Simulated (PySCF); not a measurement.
# `O[C@@H](C)C(C#N)C#N`, C5H6N2O

Molfile (atoms numbered from 1):
```
C5H6N2O
     RDKit          3D

 14 13  0  0  0  0  0  0  0  0999 V2000
    1.2255    0.7328   -0.0786 C   0  0  0  0  0  0  0  0  0  0  0  0
   -0.0688    0.4071    0.6596 C   0  0  2  0  0  0  0  0  0  0  0  0
    0.1519   -0.2657    1.8766 O   0  0  0  0  0  0  0  0  0  0  0  0
   -0.9840   -0.5262   -0.1782 C   0  0  0  0  0  0  0  0  0  0  0  0
   -0.2656   -1.7031   -0.6259 C   0  0  0  0  0  0  0  0  0  0  0  0
    0.3089   -2.6218   -0.9839 N   0  0  0  0  0  0  0  0  0  0  0  0
   -1.5179    0.1686   -1.3296 C   0  0  0  0  0  0  0  0  0  0  0  0
   -1.9270    0.7314   -2.2347 N   0  0  0  0  0  0  0  0  0  0  0  0
    1.8190    1.4375    0.5015 H   0  0  0  0  0  0  0  0  0  0  0  0
    1.0053    1.1810   -1.0448 H   0  0  0  0  0  0  0  0  0  0  0  0
    1.8078   -0.1738   -0.2342 H   0  0  0  0  0  0  0  0  0  0  0  0
   -0.6307    1.3402    0.8449 H   0  0  0  0  0  0  0  0  0  0  0  0
    0.8873    0.1461    2.3414 H   0  0  0  0  0  0  0  0  0  0  0  0
   -1.8126   -0.8546    0.4638 H   0  0  0  0  0  0  0  0  0  0  0  0
  1  2  1  0
  2  3  1  0
  2  4  1  0
  4  5  1  0
  5  6  3  0
  4  7  1  0
  7  8  3  0
  1  9  1  0
  1 10  1  0
  1 11  1  0
  2 12  1  1
  3 13  1  0
  4 14  1  0
M  END
```

Method: GIAO BHandHLYP/pcSseg-1 magnetisability, rotational g tensor and spin-rotation constants, non-relativistic, gas phase (PySCF 2.14.0). Geometry: GFN2-xTB.

Task: Give the nuclear spin-rotation constants along the inertial axes (H = +C I·J) beside the isotropic shieldings.

Result: Rotational constants 2.4927, 1.8219, 1.3525 GHz. A star marks the isotopologue with that one atom substituted, in its own axes.
```
atom  isotope  Caa (kHz)  Cbb (kHz)  Ccc (kHz)  mean (kHz)  σ (ppm)
  N6      14N      0.586      0.098      0.280       0.321    -49.3
  N8      14N      0.170      0.371      0.301       0.280    -48.3
  H9       1H     -0.113     -0.125     -0.130      -0.123     30.6
 H10       1H     -0.042     -0.200     -0.103      -0.115     30.2
 H11       1H     -0.266     -0.007     -0.115      -0.129     29.9
 H12       1H     -0.247      0.069     -0.129      -0.102     27.6
 H13       1H     -0.067     -0.219     -0.145      -0.144     30.8
 H14       1H     -0.280     -0.208      0.054      -0.145     28.2
  C1     13C*      0.384      0.297      0.171       0.284    164.0
  C2     13C*      0.481      0.428      0.319       0.409    114.9
  O3     17O*     -0.220     -0.231     -0.120      -0.190    272.1
  C4     13C*      0.358      0.284      0.212       0.285    160.3
  C5     13C*      1.103      0.110      0.516       0.576     67.3
  C7     13C*      0.213      0.697      0.566       0.492     66.5
```
For the geometry as given, no vibrational averaging.

Task: How do the rotational constants and the g tensor change when H9, H10, H11, H12, H13, H14 are replaced by deuterium?

Result: Constants 2.2702, 1.6670, 1.2816 GHz; g -0.0208, -0.0117, -0.0174, against -0.0204, -0.0136, -0.0184 before.
